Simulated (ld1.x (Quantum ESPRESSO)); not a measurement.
**What the settings do to the TM potential of tellurium**

Base potential:

Te (Z = 52), norm-conserving Troullier–Martins (Kleinman–Bylander form), made with ld1.x (Quantum ESPRESSO) 7.5 (PBE, fully relativistic). Core [Kr], reference 4d10 5s2 5p4. Waves: 5p (bound): rc 1.90 bohr; 4d (bound): rc 1.20 bohr; 5s (bound): rc 1.65 bohr. Local part: the s channel. Core correction: Bessel-smoothed model core, default radius (core density twice the valence density).

Open shells are filled in proportion to 2j + 1 (rel_dist='average').

Cutoffs, loose and tight: the cutoffs (Ry, on a coarse ladder) from which the occupation-weighted sum of valence levels, in a spherical-Bessel basis at the reference potential, stays within 10 and 1 mRy of its value at 400 Ry. They do not see the model core or the augmentation charge, which bear on the density cutoff. Test errors are all-electron minus pseudo excitation energies from the reference, over the configurations 4d10 5s2 5p3; 4d10 5s2 5p2; 4d10 5s2 5p1; 4d10 5s2 5p3.5; 4d9 5s2 5p5; 4d10 5s1 5p4; 4d10 5s0 5p6. A dash means not determined; rows that change the core or the reference have their own tests. The largest error is taken over the tests solved by every variant that gives reliable tests at all: 4d10 5s1 5p4; 4d10 5s2 5p1; 4d10 5s2 5p2; 4d10 5s2 5p3; 4d10 5s2 5p3.5; 4d9 5s2 5p5.

The default core radius of the base comes out at 0.58 bohr.

| change | outcome | cutoff, loose | cutoff, tight | bound ghosts | largest test error (meV) |
| --- | --- | --- | --- | --- | --- |
| base | generated | 110 Ry | 180 Ry | none | -483 |
| reference 4d10 5s1.75 5p4.25 | generated | 110 Ry | 180 Ry | none | +14 over the solved tests; 1 of 7 tests not solved or not reliable |
| core correction Bessel-smoothed model core inside 0.56 bohr | generated | 110 Ry | 180 Ry | none | -482 |
| wave 5p (bound): rc 1.90 bohr becomes 5p (bound): rc 1.74 bohr | generated | 110 Ry | 180 Ry | none | -425 |
| wave 4d (bound): rc 1.20 bohr becomes 4d (bound): rc 1.74 bohr | generated | 90 Ry | 140 Ry | none | -379 |
| functional BP86 | generated | 110 Ry | 180 Ry | none | -477 |
| scalar-relativistic | generated | 110 Ry | 180 Ry | none | -496 |
